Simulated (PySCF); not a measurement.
C$_{4}$H$_{3}$S, doublet (typed; the unrestricted solution is spin-contaminated), geometry from GFN2-xTB. Base run: MP2/3-21G in PySCF.

Here is a job for PySCF.
```python
from pyscf import gto, scf, mp

mol = gto.M(
    atom='''
S    -0.00426082    0.01335767    1.14805323
C     0.01929047    1.29020021   -0.06753540
C    -0.01728820   -1.19482996   -0.08588622
C     0.01570540    0.73094110   -1.26843948
C    -0.00465609   -0.66848623   -1.33994694
H     0.03310944    2.31060780    0.24930890
H    -0.03364272   -2.22856990    0.19962805
H    -0.00960313   -1.24271139   -2.24694036
''',
    basis='3-21g',
    spin=1,
    verbose=4,
)

mf = scf.UHF(mol)
mf.kernel()

pt = mp.MP2(mf, frozen=9)
pt.kernel()
print('E(MP2) = %.10f' % pt.e_tot)
```

The base run was repeated with changes; each row names its change, and settings that it needs were set with it.

```tsv
change	basis functions	E (Eh)	MP2 correlation (Eh)	SCF-reference HOMO (eV)	SCF-reference dipole (D)	core-seconds (rough)
base	55	-548.18458	-0.36178	-9.28	0.79	1
basis = 6-31G	55	-550.89447	-0.35426	-9.21	0.90	2
basis = pcseg-0	55	[?]	[?]	[?]	[?]	1
basis = def2-SV(P)	80	-550.98554	-0.57871	-9.17	0.55	5
basis = 6-31G*	80	-551.21327	-0.57359	-9.00	0.67	5
basis = def2-SVP	89	-551.01440	-0.59830	-9.16	0.57	4
basis = pc-1	89	-551.20208	-0.60431	-9.24	0.57	7
basis = cc-pVDZ	89	-551.27350	-0.60177	-9.06	0.57	6
basis = 6-31+G*	100	-551.22658	-0.58147	-9.13	0.61	10
basis = 6-311G**	116	-551.32495	-0.62886	-9.10	0.63	10
basis = def2-SVPD	131	-551.05137	-0.62515	-9.18	0.62	20
basis = 6-311++G**	139	-551.33232	-0.63264	-9.15	0.61	30
basis = aug-pcseg-1	146	-551.21272	-0.62269	-9.15	0.59	30
```

Problem. What belongs in the gaps?

Solution. 
- basis = pcseg-0, E (Eh): -550.06384
- basis = pcseg-0, MP2 correlation (Eh): -0.37084
- basis = pcseg-0, SCF-reference HOMO (eV): -9.60
- basis = pcseg-0, SCF-reference dipole (D): 0.87

Totals compare only among sets that treat the same electrons; sets with core potentials leave the core out.

Open shells are given as the SCF converged; they aren't shown to be the lowest states, and a large step between rows can be another state.
